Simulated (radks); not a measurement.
Question: The rhenium ion Re30+, 45 electrons, occupied as [Kr] 4d8 5d1 (not the ground configuration). Calculated with a radial shooting solver on a logarithmic mesh with Libxc functionals: scalar-relativistic Kohn-Sham, SCAN, spin-unpolarised, spherical densities, finite nucleus; meta-GGA in the generalised Kohn-Sham scheme; Fermi nuclear charge, rms radius 5.3698 fm. Some entries of the table are withheld. Estimate them.

orbital  occ.  eigenvalue (eV)  <1/r> (bohr^-1)  r(max) (bohr)
1s          2        -72845.45            88.73        0.01124
2s          2        -13587.77            20.78            (1)
2p          6        -11997.27            18.75            (2)
3s          2        -4018.330            7.746         0.1814
3p          6        -3545.622              (3)         0.1798
3d         10        -3013.052            6.720         0.1468
4s          2              (4)            3.542         0.3983
4p          6        -1453.622            3.288         0.4127
4d          8        -1247.383            3.053         0.4113
5d          1        -689.2005            1.664         0.8295

Answer: 
(1) 2s r(max) (bohr): 0.06448
(2) 2p r(max) (bohr): 0.05304
(3) 3p <1/r> (bohr^-1): 7.134
(4) 4s eigenvalue (eV): -1622.883
